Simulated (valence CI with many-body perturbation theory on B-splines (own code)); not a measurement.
## Au IX: electric-dipole lines

Method: relativistic CI+MBPT: three valence electrons over a frozen Dirac-Fock core [Xe] 4f14, a basis of 9 s, 9 p, 10 d, 8 f, 5 g, 3 h, 1 i functions for each j, with the one-electron correlation potential Σ1, the two-electron term Σ2, the three-electron term Σ3, Breit, model QED; selected CI, second order for the rest, scaled by the run's own slope (own B-spline code, finite nucleus).

No measured levels were compared; by estimate terms of the open shell hold to 2 to 4 % of their energy, and close levels can change places; different configurations can be misplaced against each other by 1,000 to 8,000 cm⁻¹. Core correlation moves these levels by up to 15000 cm⁻¹, and in measured spectra 5 to 20 % of such shifts remained as error; rates that hang on mixing are uncertain with them. The list stops below the first excitations out of the core.

Lines 1 to 50 of 91 in falling wavelength, among levels below 344310 cm⁻¹, chosen from the strongest by gf and those to the six lowest levels. Wavelengths and rates use the calculated energies, so an error of 2000 cm⁻¹ moves a line at 4041 Å by 8.1 % and its rate by three times that or more. Electric multipoles are in the length gauge, E1 and E2 with the static RPA response of the core. Weak lines are less certain than strong ones. Lines between different terms over intervals too small for the method are left out, as are lines whose strength nearly cancels. The highest levels of a list are the least certain.

Levels are named by their leading jj configuration (3d3/2^4 stands for four electrons in 3d with j = 3/2), which in mixed levels can hold well under half, so a name can repeat and another be missing. Letters in brackets count levels of one name in rising energy.

```
λ vac (Å)                      Upper                       Lower   A (s⁻¹)  S (a.u.) with core polarisation  S without
     4041      (5d3/2^2 6p1/2) J=3/2          (5d5/2^2 6s) J=1/2  1.39e+03                         1.81e-04   2.47e-04
     2307      (5d3/2^2 6p1/2) J=5/2          (5d5/2^2 6s) J=3/2  2.35e+03                         8.55e-05   1.10e-04
     2017      (5d3/2^2 6p1/2) J=5/2          (5d5/2^2 6s) J=5/2  3.35e-01                         8.14e-09   3.88e-08
     2015      (5d3/2^2 6p1/2) J=3/2          (5d5/2^2 6s) J=3/2  1.59e+04                         2.56e-04   3.33e-04
     2002      (5d3/2^2 6p1/2) J=5/2          (5d5/2^2 6s) J=7/2  7.88e+04                         1.87e-03   2.49e-03
     1791      (5d3/2^2 6p1/2) J=3/2          (5d5/2^2 6s) J=5/2  5.36e+04                         6.08e-04   7.81e-04
     1541  (5d3/2 5d5/2 6p1/2) J=5/2          (5d5/2^2 6s) J=3/2  3.41e+06                         3.69e-02   4.82e-02
     1520      (5d3/2^2 6p1/2) J=5/2  (5d3/2 5d5/2 6s) J=7/2 [b]  7.19e+05                         7.48e-03   9.86e-03
     1520      (5d3/2^2 6p1/2) J=5/2  (5d3/2 5d5/2 6s) J=3/2 [b]  3.00e+06                         3.12e-02   4.04e-02
     1491      (5d3/2^2 6p1/2) J=3/2      (5d3/2 5d5/2 6s) J=1/2  4.37e+06                         2.86e-02   3.75e-02
     1434  (5d3/2 5d5/2 6p1/2) J=7/2          (5d5/2^2 6s) J=5/2  1.44e+06                         1.68e-02   2.17e-02
     1426  (5d3/2 5d5/2 6p1/2) J=7/2          (5d5/2^2 6s) J=7/2  5.43e+06                         6.22e-02   8.02e-02
     1408      (5d3/2^2 6p1/2) J=5/2  (5d3/2 5d5/2 6s) J=5/2 [b]  2.85e+06                         2.36e-02   3.02e-02
     1407  (5d3/2 5d5/2 6p1/2) J=5/2          (5d5/2^2 6s) J=5/2  7.49e+05                         6.17e-03   8.26e-03
     1400      (5d3/2^2 6p1/2) J=5/2  (5d3/2 5d5/2 6s) J=3/2 [a]  6.28e+05                         5.10e-03   6.59e-03
     1399  (5d3/2 5d5/2 6p1/2) J=5/2          (5d5/2^2 6s) J=7/2  3.25e+06                         2.64e-02   3.34e-02
     1388      (5d3/2^2 6p1/2) J=3/2  (5d3/2 5d5/2 6s) J=3/2 [b]  2.19e+06                         1.15e-02   1.54e-02
     1356  (5d3/2 5d5/2 6p1/2) J=7/2          (5d5/2^2 6s) J=9/2  9.10e+05                         8.96e-03   1.17e-02
     1294      (5d3/2^2 6p1/2) J=3/2  (5d3/2 5d5/2 6s) J=5/2 [b]  3.65e+06                         1.56e-02   1.97e-02
     1287      (5d3/2^2 6p1/2) J=3/2  (5d3/2 5d5/2 6s) J=3/2 [a]  1.69e+05                         7.13e-04   9.51e-04
     1270      (5d3/2^2 6p1/2) J=5/2  (5d3/2 5d5/2 6s) J=5/2 [a]  2.95e+07                         1.79e-01   2.29e-01
     1195      (5d3/2^2 6p1/2) J=5/2  (5d3/2 5d5/2 6s) J=7/2 [a]  5.66e+05                         2.86e-03   3.73e-03
     1176      (5d3/2^2 6p1/2) J=3/2  (5d3/2 5d5/2 6s) J=5/2 [a]  3.59e+07                         1.15e-01   1.47e-01
     1163  (5d3/2 5d5/2 6p1/2) J=7/2  (5d3/2 5d5/2 6s) J=7/2 [b]  4.24e+06                         2.64e-02   3.35e-02
     1158      (5d3/2^2 6p1/2) J=3/2          (5d3/2^2 6s) J=1/2  6.89e+06                         2.11e-02   2.77e-02
     1145  (5d3/2 5d5/2 6p1/2) J=5/2  (5d3/2 5d5/2 6s) J=7/2 [b]  4.11e+07                         1.83e-01   2.35e-01
     1145  (5d3/2 5d5/2 6p1/2) J=5/2  (5d3/2 5d5/2 6s) J=3/2 [b]  5.00e+07                         2.22e-01   2.89e-01
     1097  (5d3/2 5d5/2 6p1/2) J=7/2  (5d3/2 5d5/2 6s) J=5/2 [b]  4.34e+07                         2.26e-01   2.90e-01
     1080  (5d3/2 5d5/2 6p1/2) J=5/2  (5d3/2 5d5/2 6s) J=5/2 [b]  2.24e+05                         8.36e-04   1.01e-03
     1076  (5d3/2 5d5/2 6p1/2) J=5/2  (5d3/2 5d5/2 6s) J=3/2 [a]  5.02e+06                         1.85e-02   2.36e-02
     1069  (5d3/2 5d5/2 6p1/2) J=7/2      (5d3/2 5d5/2 6s) J=9/2  1.75e+07                         8.45e-02   1.10e-01
     1018      (5d3/2^2 6p1/2) J=5/2          (5d3/2^2 6s) J=5/2  6.63e+08                         2.07e+00   2.67e+00
     1011  (5d3/2 5d5/2 6p1/2) J=7/2  (5d3/2 5d5/2 6s) J=5/2 [a]  6.05e+08                         2.47e+00   3.17e+00
    997.1  (5d3/2 5d5/2 6p1/2) J=5/2  (5d3/2 5d5/2 6s) J=5/2 [a]  4.60e+08                         1.35e+00   1.74e+00
    978.9      (5d3/2^2 6p1/2) J=5/2          (5d3/2^2 6s) J=3/2  1.01e+09                         2.81e+00   3.62e+00
    962.9  (5d3/2 5d5/2 6p1/2) J=7/2  (5d3/2 5d5/2 6s) J=7/2 [a]  8.38e+08                         2.95e+00   3.81e+00
    957.0      (5d3/2^2 6p1/2) J=3/2          (5d3/2^2 6s) J=5/2  1.40e+09                         2.42e+00   3.12e+00
    950.4  (5d3/2 5d5/2 6p1/2) J=5/2  (5d3/2 5d5/2 6s) J=7/2 [a]  1.24e+09                         3.15e+00   4.06e+00
    922.3      (5d3/2^2 6p1/2) J=3/2          (5d3/2^2 6s) J=3/2  5.19e+08                         8.03e-01   1.04e+00
    844.7  (5d3/2 5d5/2 6p1/2) J=7/2          (5d3/2^2 6s) J=5/2  3.86e+08                         9.19e-01   1.18e+00
    835.0  (5d3/2 5d5/2 6p1/2) J=5/2          (5d3/2^2 6s) J=5/2  1.03e+08                         1.78e-01   2.30e-01
    808.5  (5d3/2 5d5/2 6p1/2) J=5/2          (5d3/2^2 6s) J=3/2  1.98e+06                         3.09e-03   4.08e-03
    429.0      (5d3/2^2 6p1/2) J=5/2             (5d5/2^3) J=5/2  9.16e+05                         2.14e-04   2.98e-04
    422.2      (5d3/2^2 6p1/2) J=5/2   (5d3/2 5d5/2^2) J=3/2 [b]  4.47e+06                         9.96e-04   1.12e-03
    417.8      (5d3/2^2 6p1/2) J=3/2             (5d5/2^3) J=5/2  6.44e+06                         9.26e-04   1.17e-03
    411.3      (5d3/2^2 6p1/2) J=3/2   (5d3/2 5d5/2^2) J=3/2 [b]  4.29e+07                         5.90e-03   6.79e-03
    394.9  (5d3/2 5d5/2 6p1/2) J=7/2             (5d5/2^3) J=5/2  2.44e+07                         5.93e-03   7.12e-03
    392.7  (5d3/2 5d5/2 6p1/2) J=5/2             (5d5/2^3) J=5/2  2.19e+07                         3.92e-03   4.41e-03
    388.4      (5d3/2^2 6p1/2) J=5/2             (5d5/2^3) J=3/2  6.05e+06                         1.05e-03   1.19e-03
    387.0  (5d3/2 5d5/2 6p1/2) J=5/2   (5d3/2 5d5/2^2) J=3/2 [b]  8.48e+05                         1.46e-04   1.74e-04
```
